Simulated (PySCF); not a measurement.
# One molecule, several mistakes: GeH7Si2

Calculated results; nothing here was measured. They come from PySCF 2.14.0, an open-source quantum chemistry program, on an isolated molecule that a program drew, which may never have been made. The molecule is GeH7Si2 (charge 0, doublet), drawn as the SMILES string `[SiH2][SiH2][GeH3]`.

Each row is a Hartree-Fock (HF) and frozen-core CCSD(T) single point in the cc-pV(D+d)Z basis, meant for a local HF minimum. Run 1 is clean. Each other run has one planted mistake out of seven kinds, and not every kind appears here: one electron removed, one electron added, multiplicity raised by two, geometry at a saddle point, minimal basis STO-3G, one bond length entered in bohr, all coordinates scaled. The reference is restricted for singlets and unrestricted otherwise, and also for a bond in bohr. Adding or removing an electron swaps singlet and doublet. Electrons count all cores. HOMO and LUMO are orbital energies over both spins, the gradient is its largest component, and the lowest frequency (negative if imaginary) is given only where the gradient is small. Bond lengths are over the 9 bonds as drawn. T1 is the CCSD diagnostic: over 0.02 (restricted) or 0.045 (unrestricted) a single reference is doubtful. Germanium has the cc-pVDZ-PP basis, with a core potential (ECP10MDF) in place of its 10 inner electrons, and its 3s, 3p and 3d shells are frozen in CCSD(T).

Geometry of the clean run:
```xyz
10
GeH7Si2, angstrom
Si    1.6709   -0.4810   -1.2852
Si   -0.0177    0.7191   -0.1599
Ge   -0.3919   -0.0689    2.0889
H     2.9990   -0.3549   -0.6355
H     1.3407   -1.9174   -1.4570
H     0.3681    2.1511   -0.1123
H    -1.2802    0.5984   -0.9301
H    -1.4977    0.7428    2.7757
H     0.8925    0.0598    2.9166
H    -0.8101   -1.5440    2.0708
```

```
run,electrons,basis functions,<S^2>,HOMO (eV),LUMO (eV),gradient (hartree/bohr),lowest frequency (cm^-1),mean bond (Å),longest bond (Å),T1,HF (hartree),CCSD(T) (hartree),mistake
1,67,104,0.758,-8.63,0.85,2.1e-05,90,1.7006,2.412,0.0142,-875.28103,-875.64516,no fault
2,68,104,0.000,-1.07,7.74,3.7e-02,-,1.7006,2.412,0.0139,-875.28180,-875.67861,one electron added
3,67,104,1.616,-8.67,0.79,7.0e-03,-,1.8522,2.898,0.0420,-875.18105,-875.53161,one bond length entered in bohr
4,66,104,0.000,-15.42,-6.67,4.8e-02,-,1.7006,2.412,0.0209,-874.99798,-875.35638,?
```

**Which mistake was planted in run 4, and what did it cost?**

It counts 66 electrons, one fewer than the clean run, at the same geometry and basis. So the mistake is: one electron removed. Subtracting run 1 and multiplying by 627.51 kcal/mol a hartree, the energy moved by 177.6 kcal/mol in HF and 181.2 kcal/mol in CCSD(T).

Cautions from the logs. Run 4: T1 is over the limit, so its CCSD(T) energy is less reliable.
